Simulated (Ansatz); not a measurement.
Relaxation of CH7BN2O (12 atoms, charge 0, multiplicity 1), to a largest force component of 0.015 eV/Å in at most 40 steps.

These are results of RKS PBE0-D4/6-31G* in Ansatz 0.2.0, not measurements.

```xyz
12
Properties=species:S:1:pos:R:3:forces:R:3
N -1.370 0.759 0.901 -1.36 2.99 2.26
C -0.618 -0.353 0.500 -0.60 -1.67 -0.73
B -1.126 -1.663 1.241 -0.42 -3.60 -0.03
N -0.534 -3.091 0.895 2.06 5.49 0.01
O -2.233 -1.633 2.190 1.65 0.07 -2.13
H -0.840 1.429 1.513 -0.63 -0.92 -0.92
H -2.186 0.458 1.477 0.80 0.33 -0.64
H 0.421 -0.247 0.757 0.98 0.09 -0.31
H -0.745 -0.452 -0.631 0.66 -0.35 1.07
H 0.232 -2.870 0.164 -1.67 -0.88 1.34
H -1.233 -3.611 0.462 -1.51 -1.58 -0.75
H -1.825 -1.480 3.038 0.04 0.04 0.84
```

Question: Where does it end, and by what steps?

Answer: The forces met the threshold. After 18 steps the energy has fallen by 1.675 eV; H12 moved furthest, 0.86 Å.

```tsv
step	energy less start (eV)	largest force component (eV/Å)	accepted
0	0.0000	5.495	yes
1	-0.7866	1.723	yes
2	-1.0004	1.976	yes
3	-1.1059	1.459	yes
4	-1.1903	0.747	yes
5	-1.3160	0.653	yes
6	-1.4258	1.143	yes
7	-1.5563	0.643	yes
8	-1.4463	1.386	no
9	-1.6187	0.860	yes
10	-1.6376	0.529	yes
11	-1.6548	0.466	yes
12	-1.6691	0.114	yes
13	-1.6693	0.214	yes
14	-1.6719	0.145	yes
15	-1.6743	0.032	yes
16	-1.6749	0.036	yes
17	-1.6751	0.028	yes
18	-1.6752	0.011	yes
```

```xyz
12
Properties=species:S:1:pos:R:3
N -1.209 0.850 1.153
C -0.646 -0.364 0.538
B -1.070 -1.766 1.177
N -0.596 -2.987 0.664
O -1.920 -1.808 2.258
H -0.939 0.918 2.132
H -2.225 0.836 1.118
H 0.448 -0.258 0.551
H -0.908 -0.339 -0.529
H 0.030 -3.056 -0.121
H -0.858 -3.875 1.064
H -2.162 -0.904 2.498
```

Time of the run: 79 s on 1 thread of Arm Neoverse V2 (shared host), peak memory 0.18 GiB.
